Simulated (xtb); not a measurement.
C4H5, doublet, at a GFN2-xTB geometry. Base run: GFN0-xTB (xtb).

Here is a job for xtb.
```
$ xtb mol.xyz --gfn 0 --uhf 1 --json

# file mol.xyz
9

C      0.60085967     1.81351297     0.01556469
C      0.61610420     0.51445077     0.00328056
C     -0.56525911    -0.35580246    -0.00191456
C     -0.48769899    -1.67890196    -0.01458395
H     -0.11254112     2.60487760     0.02484085
H      1.56076214    -0.02055891    -0.00416798
H     -1.52208225     0.14758648     0.00526689
H      0.45913300    -2.19376719    -0.02184815
H     -1.36930637    -2.29769393    -0.01817201
```

The base run was repeated with changes; each row names its change, and settings that it needs were set with it.

```json
[
 {"change": "base", "ΔE vs base (kcal/mol)": "0.000"},
 {"change": "acc = 0.1", "ΔE vs base (kcal/mol)": "0.000"},
 {"change": "etemp = 10000", "ΔE vs base (kcal/mol)": "-29.18"},
 {"change": "etemp = 5000", "ΔE vs base (kcal/mol)": "-4.89"},
 {"change": "etemp = 10", "ΔE vs base (kcal/mol)": "0.000"},
 {"change": "etemp = 3000", "ΔE vs base (kcal/mol)": "-0.85"}
]
```
